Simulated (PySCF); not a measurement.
C₄H₈OSi, SMILES C=C/C=C/[SiH2]O.

Geometry: PBE-D3(BJ)/def2-SVP. The structure was generated by enumeration; whether it is a known compound was not checked. The values are those of a single conformer.

The numbers are results of PBE-D3(BJ)/def2-SVP (PySCF 2.14.0), not measurements.

Frequencies are harmonic and unscaled.

List the normal modes with their intensities. (The exact figures need the calculation; the answer reports its results.)


```tsv
mode	ν (cm⁻¹)	IR (km/mol)	moving atoms (share of kinetic energy)
1	83	1.7	H 43 %, C 30 %, Si 14 %, O 13 %
2	99	0.7	O 42 %, C 40 %, H 17 %
3	142	8.8	C 52 %, H 44 %
4	213	0.8	C 60 %, H 38 %
5	239	22.5	H 51 %, C 34 %, O 8 %
6	263	88.8	H 59 %, C 23 %, O 16 %
7	399	32.2	Si 48 %, C 33 %, H 13 %
8	448	1.1	C 66 %, H 28 %
9	553	31.1	H 85 %, Si 10 %
10	633	30.1	H 75 %, C 17 %
11	699	21.0	H 85 %, C 12 %
12	725	5.8	C 49 %, H 38 %
13	803	68.4	O 50 %, H 36 %, Si 14 %
14	836	27.3	H 53 %, C 46 %
15	874	173.7	H 84 %, O 9 %
16	896	45.3	H 72 %, C 26 %
17	898	259.4	H 68 %, Si 19 %
18	922	17.1	H 66 %, C 32 %
19	932	71.5	H 75 %, Si 15 %
20	967	0.8	H 81 %, C 19 %
21	1025	30.6	H 92 %, C 8 %
22	1113	13.7	H 63 %, C 36 %
23	1200	2.7	H 55 %, C 45 %
24	1259	4.6	H 73 %, C 27 %
25	1264	3.0	H 78 %, C 22 %
26	1376	0.8	H 79 %, C 21 %
27	1594	40.0	C 90 %, H 10 %
28	1650	2.5	C 89 %, H 11 %
29	2124	177.6	H 97 %
30	2179	129.2	H 97 %
31	3048	1.6	H 92 %, C 8 %
32	3054	10.5	H 92 %
33	3072	12.0	H 94 %
34	3079	5.2	H 92 %, C 8 %
35	3177	5.7	H 89 %, C 11 %
36	3762	58.0	H 94 %
```
